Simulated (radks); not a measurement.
Fractional charge and spin in the 6s shell of lutetium: the spin-up occupation runs from 0 to 1 and the spin-down occupation from 0 to 1; the fullest corner is Lu, [Xe] 4f14 5d(up 0.5, down 0.5) 6s(up 1, down 1). Calculated with a radial shooting solver on a logarithmic mesh with Libxc functionals: scalar-relativistic Kohn-Sham, r2SCAN, spin-polarised, spherical densities, finite nucleus; meta-GGA in the generalised Kohn-Sham scheme; Fermi nuclear charge, rms radius of each element as measured or else 0.836 A^(1/3) + 0.57 fm. Energy (eV) minus the two flat planes that join the four corners (they meet along the diagonal where the two added fractions sum to one electron); zero is where a piecewise linear energy would lie.

down \ up       0    0.25     0.5    0.75       1
0           0.000  -0.457  -0.612  -0.460   0.000
0.25       -0.457  -0.497  -0.239   0.315  -0.409
0.5        -0.612  -0.239   0.422  -0.209  -0.545
0.75       -0.460   0.315  -0.209  -0.452  -0.409
1           0.000  -0.409  -0.545  -0.409   0.000

Corners above the fullest one (they belong to Lu+ and the next ion): (up 1, down 0) 6.968 eV, (up 0, down 1) 6.968 eV, (up 0, down 0) 20.247 eV. With half an added electron in each spin the energy lies 0.422 eV from the planes, and with half an added electron in spin up alone -0.612 eV. The planes are only a guide here: the flat-plane condition holds for ground states with one frontier orbital, while this shell lies below other occupied shells, so the corners above the fullest one are inner-hole states and not the ground states of those ions.
